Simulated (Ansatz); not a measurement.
Job for Ansatz (a quantum-chemistry and plane-wave program): R-B3LYP-D3(BJ)/def2-TZVP on F2HfO (SMILES [O]=[Hf]([F])[F]). Elements past Kr take the def2 small-core potentials; no spin–orbit coupling.

Ansatz 0.2 input:
```yaml
crystal:
  periodic: [false, false, false]
  atoms:
    - {symbol: Hf, position_ang: [0.04790000, -0.00180000, -0.05410000]}
    - {symbol: O, position_ang: [1.76320000, -0.01310000, 0.00430000]}
    - {symbol: F, position_ang: [-0.90040000, 1.65800000, 0.01860000]}
    - {symbol: F, position_ang: [-0.91060000, -1.64310000, 0.03130000]}
basis:
  gaussian:
    orbitals: def2-TZVP
hamiltonian:
  xc: b3lyp
  dispersion: d3bj
relax: {f_tol: 0.004, max_steps: 120}
scf: {lower_state_search: off}
```

It printed:

```
WARN ansatz: RAYON_NUM_THREADS=4 ignored (pool sized by the plan → 4); use --threads N
Functional definition: B3LYP
these checks for a lower state are left out or cut short: stability, starts, cluster_reference, orbital_swaps, neighbouring_geometries, increment
integrals: 0.04 GiB planned
836 factors; their error is unknown
mean field: 0.43 GiB planned
mean field evaluation 1: about -8780.4345 eV, gradient 9.8e1 eV
mean field evaluation 2: about -8566.5151 eV, gradient 2.6e2 eV
mean field evaluation 4: about -8793.7902 eV, gradient 3.9e1 eV
mean field evaluation 8: about -8795.9671 eV, gradient 1.8e-1 eV
mean field evaluation 16: about -8795.9973 eV, gradient 4.4e-4 eV
mean field -8795.99726941 eV, -323.2469375097 hartree, gradient 5.9e-6 eV, S^2 0.000000; 0 other end points of the search recorded, 0 dependent functions left out
the calculation of the forces begins
reference -8795.99750235 eV, -323.2469460702 hartree; 19, 19 occupied and 114, 114 virtual orbitals, 836 factors
relax step   1: F+E_penalty+E_count = -8796.09126638 eV  Δ(F+E_penalty+E_count) = +0.000e0 eV  max|allowed force component| = 3.211e0 eV/Å  Δτ_max = 0.0000 Å  (17 SCF iters, accepted)
these checks for a lower state are left out or cut short: stability, starts, cluster_reference, orbital_swaps, neighbouring_geometries, increment
integrals: 0.04 GiB planned
836 factors; their error is unknown
mean field: 0.43 GiB planned
mean field -8796.18590610 eV, -323.2538697802 hartree, gradient 1.2e-6 eV, S^2 0.000000; 0 other end points of the search recorded, 0 dependent functions left out
the calculation of the forces begins
reference -8796.18613838 eV, -323.2538783165 hartree; 19, 19 occupied and 114, 114 virtual orbitals, 836 factors
relax step   2: F+E_penalty+E_count = -8796.27887133 eV  Δ(F+E_penalty+E_count) = -1.876e-1 eV  max|allowed force component| = 1.631e-1 eV/Å  Δτ_max = 0.0902 Å  (27 SCF iters, accepted)
these checks for a lower state are left out or cut short: stability, starts, cluster_reference, orbital_swaps, neighbouring_geometries, increment
integrals: 0.04 GiB planned
836 factors; their error is unknown
mean field: 0.43 GiB planned
mean field evaluation 32: about -8796.1659 eV, gradient 6.6e-3 eV
mean field -8796.19418454 eV, -323.2541740073 hartree, gradient 2.3e-6 eV, S^2 0.000000; 0 other end points of the search recorded, 0 dependent functions left out
the calculation of the forces begins
reference -8796.19441548 eV, -323.2541824943 hartree; 19, 19 occupied and 114, 114 virtual orbitals, 836 factors
relax step   3: F+E_penalty+E_count = -8796.28770555 eV  Δ(F+E_penalty+E_count) = -8.834e-3 eV  max|allowed force component| = 1.318e0 eV/Å  Δτ_max = 0.1946 Å  (31 SCF iters, accepted)
these checks for a lower state are left out or cut short: stability, starts, cluster_reference, orbital_swaps, neighbouring_geometries, increment
integrals: 0.04 GiB planned
836 factors; their error is unknown
mean field: 0.43 GiB planned
mean field -8796.25100028 eV, -323.2562619471 hartree, gradient 1.3e-6 eV, S^2 0.000000; 0 other end points of the search recorded, 0 dependent functions left out
the calculation of the forces begins
reference -8796.25123124 eV, -323.2562704350 hartree; 19, 19 occupied and 114, 114 virtual orbitals, 836 factors
relax step   4: F+E_penalty+E_count = -8796.34608920 eV  Δ(F+E_penalty+E_count) = -5.838e-2 eV  max|allowed force component| = 8.461e-2 eV/Å  Δτ_max = 0.1121 Å  (26 SCF iters, accepted)
these checks for a lower state are left out or cut short: stability, starts, cluster_reference, orbital_swaps, neighbouring_geometries, increment
integrals: 0.04 GiB planned
836 factors; their error is unknown
mean field: 0.43 GiB planned
mean field -8796.25171444 eV, -323.2562881920 hartree, gradient 2.7e-6 eV, S^2 0.000000; 0 other end points of the search recorded, 0 dependent functions left out
the calculation of the forces begins
reference -8796.25194558 eV, -323.2562966863 hartree; 19, 19 occupied and 114, 114 virtual orbitals, 836 factors
relax step   5: F+E_penalty+E_count = -8796.34661338 eV  Δ(F+E_penalty+E_count) = -5.242e-4 eV  max|allowed force component| = 3.393e-2 eV/Å  Δτ_max = 0.0188 Å  (21 SCF iters, accepted)
these checks for a lower state are left out or cut short: stability, starts, cluster_reference, orbital_swaps, neighbouring_geometries, increment
integrals: 0.04 GiB planned
836 factors; their error is unknown
mean field: 0.43 GiB planned
mean field -8796.25174542 eV, -323.2562893307 hartree, gradient 1.6e-6 eV, S^2 0.000000; 0 other end points of the search recorded, 0 dependent functions left out
the calculation of the forces begins
reference -8796.25197651 eV, -323.2562978232 hartree; 19, 19 occupied and 114, 114 virtual orbitals, 836 factors
relax step   6: F+E_penalty+E_count = -8796.34667192 eV  Δ(F+E_penalty+E_count) = -5.854e-5 eV  max|allowed force component| = 1.224e-3 eV/Å  Δτ_max = 0.0039 Å  (23 SCF iters, accepted)
Total energy: -8796.34690301 eV, -323.2597863076 hartree
Atom 0 at     0.013771    -0.001593    -0.388367 Å, force    -0.001224    -0.000005    -0.000889 eV/Å
Atom 1 at     1.706314    -0.008233     0.115746 Å, force     0.001020    -0.000011     0.000545 eV/Å
Atom 2 at    -0.851548     1.654615     0.129957 Å, force     0.000095     0.000181     0.000173 eV/Å
Atom 3 at    -0.868438    -1.644789     0.142764 Å, force     0.000109    -0.000165     0.000171 eV/Å
Dipole moment:    -0.412642    -0.001835    -1.007980 e Å
Checks for a lower state left out: stability, starts, cluster_reference, orbital_swaps, neighbouring_geometries, increment
```

Self-consistency was reached.

Cost: about 22 core-seconds (a rough figure).
